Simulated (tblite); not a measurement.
Species: C6H13NP (charge -1).
Numbering: `[CH2:1]=[C:2]([CH3:3])[P-:4][N:5]([CH3:6])[CH2:7][CH3:8]` (hydrogens: H9, H10 on C1; H11, H12, H13 on C3; H14, H15, H16 on C6; H17, H18 on C7; H19, H20, H21 on C8)

A start from a force field or distance geometry was refined with GFN2-xTB geometry optimisation, gas phase in tblite 0.8.0. Values at the start:

| coordinate | start |
| --- | --- |
| C1=C2 | 1.319 Å |
| C1–H9 | 1.085 Å |
| C1–H10 | 1.069 Å |
| C2–C3 | 1.496 Å |
| C2–P4 | 1.767 Å |
| C3–H11 | 1.080 Å |
| P4–N5 | 1.715 Å |
| N5–C6 | 1.439 Å |
| N5–C7 | 1.443 Å |
| C6–H14 | 1.124 Å |
| C6–H15 | 1.097 Å |
| C7–C8 | 1.503 Å |
| C7–H17 | 1.098 Å |
| C8–H19 | 1.095 Å |
| C1–C2–C3 | 116.9° |
| C1–C2–P4 | 124.7° |
| C2–P4–N5 | 113.4° |
| C3–C2–P4 | 118.4° |
| P4–N5–C6 | 115.6° |
| P4–N5–C7 | 116.0° |
| N5–C7–C8 | 114.4° |
| C6–N5–C7 | 113.1° |
| C1–C2–P4–N5 | 19° |
| C2–P4–N5–C6 | 46° |
| P4–N5–C7–C8 | 42° |

Question: How do these coordinates change at the GFN2-xTB level?

Answer: 
| coordinate | GFN2-xTB (Å or °) | change |
| --- | --- | --- |
| P4–N5 | 1.775 | +0.060 |
| C1=C2 | 1.343 | +0.024 |
| C6–H14 | 1.101 | -0.023 |
| C7–C8 | 1.520 | +0.017 |
| C2–P4 | 1.783 | +0.016 |
| C2–C3 | 1.509 | +0.013 |
| C7–H17 | 1.108 | +0.010 |
| C3–H11 | 1.090 | +0.010 |
| C6–H15 | 1.088 | -0.009 |
| C8–H19 | 1.087 | -0.008 |
| C1–H10 | 1.076 | +0.007 |
| N5–C7 | 1.446 | +0.003 |
| N5–C6 | 1.440 | +0.001 |
| C1–H9 | 1.085 | 0.000 |
| C2–P4–N5 | 98.9 | -14.5 |
| C3–C2–P4 | 112.7 | -5.7 |
| N5–C7–C8 | 111.0 | -3.4 |
| C1–C2–C3 | 119.8 | +2.9 |
| C1–C2–P4 | 127.4 | +2.7 |
| C6–N5–C7 | 111.5 | -1.6 |
| P4–N5–C6 | 114.5 | -1.1 |
| P4–N5–C7 | 116.6 | +0.6 |
| C2–P4–N5–C6 | 107 | +61 |
| C1–C2–P4–N5 | 1 | -18 |
| P4–N5–C7–C8 | 58 | +16 |

The energy falls by 89.9 kJ/mol over 101 L-BFGS steps, the largest force on an atom goes from 3.51 to 0.010 eV/Å, and the atoms move by 0.751 Å rms after alignment. The bond that changes most is P4–N5 (ends: phosphorus bonded to C and N; nitrogen bonded to 2 C and P), which lengthens by 0.060 Å. Bonds longer at the end by more than 0.005 Å: 8 of 20; shorter: 9. Among the dihedrals that turn most is C2–P4–N5–C6, from 46° to 107°. Rotational constants go from 3196, 1017, 849.0 to 2504, 1124, 1022 MHz.

Its GFN2-xTB frequencies are all real (lowest 31 cm⁻¹).

One conformer stands for the species.

All values are computed, not measured.
